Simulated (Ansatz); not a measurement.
`O=[C](O)[GeH3]` + `C[O][Y]([OH])[OH]` → `[CH3][GeH2][C](=O)O` + `[OH][Y]([OH])[OH]`  (redistribution)

Computed with Ansatz on PBE0-D4/def2-TZVP structures; ΔE is electronic, products minus reactants. CBS: MP2 limit from def2 TZ/QZ plus the TZ coupled-cluster correction, frozen cores. DFT in def2-TZVPP. def2 core potentials past Kr. For Ge, Y outer-core shells are correlated without core-valence functions, which leaves a few kJ/mol of doubt a bond. Scalar relativity is left out up to krypton. Each species was taken in one conformer, which may not be the lowest.

Problem. Is it downhill or uphill in electronic energy at CCSD(T)/CBS, and by how much? (An estimate is asked.)

Solution. Ansatz gave: Downhill: ΔE = -0.94 eV.

Problem. What do these levels give: r2SCAN-D4, PBE0-D4, ωB97X-V, ωB97M-V, B2PLYP, PBE0, HF/def2-TZVPP, MP2/def2-TZVPP, CCSD/def2-TZVPP, CCSD(T)/def2-TZVPP, MP2/def2-QZVPP, MP2/CBS(def2)? (Estimate.)

Solution. Ansatz gave: r2SCAN-D4 -0.87, PBE0-D4 -0.86, ωB97X-V -0.85, ωB97M-V -0.90, B2PLYP -0.85, PBE0 -0.85, HF/def2-TZVPP -0.76, MP2/def2-TZVPP -0.99, CCSD/def2-TZVPP -0.90, CCSD(T)/def2-TZVPP -0.90, MP2/def2-QZVPP -1.01, MP2/CBS(def2) -1.03 eV.

Largest T1 diagnostic among the species: 0.015.

The D4 term adds −0.03 eV with B3LYP and −0.02 eV with PBE0; it sums over pairs of atoms, weighted by their polarisabilities, and B3LYP, whose exchange is more repulsive, gets the larger term. From PBE to PBE0 (25 % exact exchange), in def2-TZVPP and without D4, ΔE moves by −0.03 eV. In def2-TZVPP, CCSD(T) changes the Hartree–Fock value by −0.15 eV (the triples alone add −0.01 eV) and MP2 by −0.23 eV.

B3LYP here is the variant with VWN-RPA as its local correlation; programs differ in this.
